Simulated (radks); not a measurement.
Removal energies from the potassium ion K13+, [He] 2s2 2p(1/2: 2, 3/2: 0), by Delta-SCF beside the eigenvalue of the level emptied. Method: Dirac Kohn-Sham, BLYP, spin-unpolarised, spherical densities, finite nucleus; Fermi nuclear charge, rms radius of each element as measured or else 0.836 A^(1/3) + 0.57 fm; computed with a radial shooting solver on a logarithmic mesh with Libxc functionals. Sub-shells are occupied by j as written (lower j first in brackets).

removed from          final configuration  Delta-SCF (eV)  -eigenvalue (eV)
2p1/2         [He] 2s2 2p(1/2: 1, 3/2: 0)          785.12            748.23
2s1/2         [He] 2s1 2p(1/2: 2, 3/2: 0)          831.29            799.59
1s1/2          1s1 2s2 2p(1/2: 2, 3/2: 0)          4227.0            4093.2
